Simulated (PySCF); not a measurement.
# Lu⁶⁹⁺ (lutetium, charge +69): Hartree-Fock from Schrödinger to Dirac-Coulomb-Breit

Occupied: 1s1/2. Hartree-Fock calculated with PySCF 2.14 in an uncontracted even-tempered set (19 s from 18 bohr⁻², ratio 2.3; 15 p from 22 bohr⁻², ratio 2.3), Gaussian nucleus throughout. NR is non-relativistic, sf-X2C the spin-free one-electron X2C Hamiltonian, X2C adds the bare one-electron spin-orbit term, X2C-SNSO screens it by Boettger's factors, DC is four-component Dirac-Coulomb, and the Gaunt and Breit terms are added at first order (total energies over the DC spinors, levels after relaxing the spinors in that mean field). QED terms are absent. Levels marked empty are virtual spinors of this ion.

```tsv
level (eV)	NR	sf-X2C	X2C	X2C-SNSO
1s1/2	-67378.9	-72498.2	-72498.2	-72498.2
2s1/2 (empty)	-16384.0	-17950.8	-17950.8	-17950.8
2p1/2 (empty)	-16251.1	-16873.6	-17794.2	-17779.0
2p3/2 (empty)	-16251.1	-16873.6	-16502.5	-16507.4
3s1/2 (empty)	-7249.1	-7794.0	-7794.0	-7794.0
```

Q: Where do the four-component calculations put these levels?

A: 1s1/2: DC -72568.2, DC+Gaunt -72429.3, DC+Breit -72429.3; 2s1/2 (empty): DC -17958.7, DC+Gaunt -17942.9, DC+Breit -17944.8; 2p1/2 (empty): DC -17775.4, DC+Gaunt -17742.4, DC+Breit -17747.1; 2p3/2 (empty): DC -16512.7, DC+Gaunt -16496.7, DC+Breit -16501.4; 3s1/2 (empty): DC -7796.2, DC+Gaunt -7791.8, DC+Breit -7792.3 (eV).

```
Hamiltonian  E (hartree)  E − E(DC) (hartree)  CPU seconds
         NR   -4996.4087             386.6410         0.29
     sf-X2C   -5380.4595               2.5902         0.17
        X2C   -5380.4595               2.5902         0.17
   X2C-SNSO   -5380.4595               2.5902         0.17
         DC   -5383.0497               0.0000          3.8
   DC+Gaunt   -5377.9085               5.1412          8.1
   DC+Breit   -5377.9085               5.1412           62
```

Weight of the small component: 1s1/2 0.0716, 2s1/2 0.0176, 2p1/2 0.0175, 2p3/2 0.0163, 3s1/2 0.00766.

Koopmans' value for the highest occupied level at DC+Breit: 72429.3 eV, against an ionisation energy of 72322.87 ± 0.15 eV (theoretical estimate listed by NIST; NIST Atomic Spectra Database, ionization energies); the former lacks relaxation, correlation, QED and recoil.

The whole ladder took 75 s of wall time on 1 thread of Intel(R) Xeon(R) 6975P-C (shared host), launched as `OMP_NUM_THREADS=1 python relrun2.py TASK.json OUT` (a driver that calls PySCF for each Hamiltonian).
